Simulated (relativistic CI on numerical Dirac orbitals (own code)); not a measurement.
## Dy²⁺ (4f10) in a crystal field

Calculated by Dirac-Coulomb-Breit CI, separate exchange-only KLI orbitals for each configuration, QED by a radiative potential, valence Slater integrals scaled by 0.8, one configuration in a parametric crystal field (own radial code).

Field parameters in Wybourne normalisation; cubic f-shell fields have B⁴₄ = √(5/14) B⁴₀ and B⁶₄ = −√(7/2) B⁶₀. The field is a parameter set, without covalency.

S and J are read from ⟨S²⟩ = S(S + 1) and ⟨J²⟩ = J(J + 1) of each level; they are not fictitious spins.

D4h, B20 = 740, B40 = 700, B44 = 390, B60 = 410, B64 = 460 cm⁻¹, the lowest 16 levels:

```csv
E (cm⁻¹),Degeneracy,Irrep,S,J
0.0,1,A2,1.94,8.00
0.0,1,A1,1.94,8.00
133,2,E,1.94,8.00
152,1,B2,1.94,8.00
190,1,B1,1.94,8.00
200,2,E,1.94,8.00
231,1,A1,1.94,8.00
234,1,A2,1.94,8.00
284,1,A1,1.94,8.00
299,2,E,1.94,8.00
324,1,B2,1.94,8.00
330,2,E,1.94,8.00
353,1,B1,1.94,8.00
4297,2,E,1.98,7.00
4384,1,B2,1.98,7.00
4387,1,B1,1.98,7.00
```

D4h, B20 = 1210, B40 = 1440, B44 = 410, B60 = 460, B64 = 30 cm⁻¹, the lowest 16 levels:

| E (cm⁻¹) | Degeneracy | Irrep | S | J |
| --- | --- | --- | --- | --- |
| 0.0 | 1 | A1 | 1.95 | 8.00 |
| 0.0 | 1 | A2 | 1.95 | 8.00 |
| 300 | 2 | E | 1.94 | 8.00 |
| 308 | 1 | B1 | 1.94 | 8.00 |
| 309 | 1 | A1 | 1.94 | 8.00 |
| 331 | 2 | E | 1.94 | 8.00 |
| 335 | 1 | A2 | 1.94 | 8.00 |
| 356 | 2 | E | 1.94 | 8.00 |
| 359 | 1 | B2 | 1.94 | 8.00 |
| 401 | 1 | B1 | 1.94 | 8.00 |
| 401 | 2 | E | 1.94 | 8.00 |
| 401 | 1 | A1 | 1.94 | 8.00 |
| 410 | 1 | B2 | 1.94 | 8.00 |
| 4315 | 2 | E | 1.98 | 7.00 |
| 4466 | 1 | B2 | 1.98 | 7.00 |
| 4466 | 1 | B1 | 1.98 | 7.00 |

Oh, B40 = 770, B60 = 460 cm⁻¹, the lowest 16 levels:

```
E (cm⁻¹)  Degeneracy  Irrep     S     J
     0.0           2      E  1.94  8.00
    14.8           3     T1  1.94  8.00
     177           1     A1  1.94  8.00
     228           3     T2  1.94  8.00
     262           3     T1  1.94  8.00
     333           2      E  1.94  8.00
     425           3     T2  1.94  8.00
    4359           3     T2  1.98  7.00
    4378           3     T1  1.97  7.00
    4436           2      E  1.97  7.00
    4450           3     T2  1.97  7.00
    4461           3     T1  1.97  7.00
    4463           1     A2  1.97  7.00
    7300           2      E  1.96  6.00
    7306           3     T2  1.96  6.00
    7372           3     T2  1.96  6.00
```

The next free-ion level lies 4201 cm⁻¹ above the lowest; the field splits the ground level into components whose J stays near 8 as long as their spread is small against that gap.

Levels of this model without a field, named by their leading LS term (the scale mimics covalency, so terms lie below those of the real free ion): 5I_8 0, 5I_7 4201, 5I_6 7131, 5I_5 9272, 5I_4 10973, 5F_5 14588, 5S_2 16821, 3K_8 16907 cm⁻¹.
